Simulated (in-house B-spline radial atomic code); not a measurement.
The scandium ion Sc²⁺: [He] 2s2 (2p1/2)1 (2p3/2)3 3s2 3p6 3d1 4s2 (with a hole in an inner shell)

Level of theory: Dirac-Kohn-Sham PBE, spherical fractional occupations, Fermi nucleus of rms radius 3.5459 fm; calculated with a radial B-spline atomic code at the basis-set limit.

Effective charges: Z_r = [3n² - l(l+1)]/(2<r>) from the radius, Z_e = n√(-2ε) from the energy, and Slater's rules. Values are occupation-weighted means over j.

```
shell  electrons   ε (eV)  <r> (bohr)    Z_r    Z_e  Slater
   1s          2  -4541.4     0.07295  20.56  18.27   20.70
   2s          2  -568.45      0.3324  18.05  12.93   17.55
   2p          4  -490.01      0.2939  17.01  12.00   17.55
   3s          2  -93.762      0.9757  13.84   7.88   11.45
   3p          6  -71.299       1.012  12.35   6.87   11.45
   3d          1  -36.273       1.086   9.67   4.90    5.00
   4s          2  -21.268       2.653   9.05   5.00    5.00
```

The least bound orbital is 4s1/2 at -21.27 eV, and it is also the most diffuse (<r> = 2.653 bohr). The part-filled 2p shell lies below the filled 4s shell in orbital energy.

For the 1s electron the small component carries 0.565 % of the norm, the zero-frequency Breit interaction raises the level by 4.045 eV, self-energy by 1.981 eV, and vacuum polarisation lowers it by 0.1502 eV.
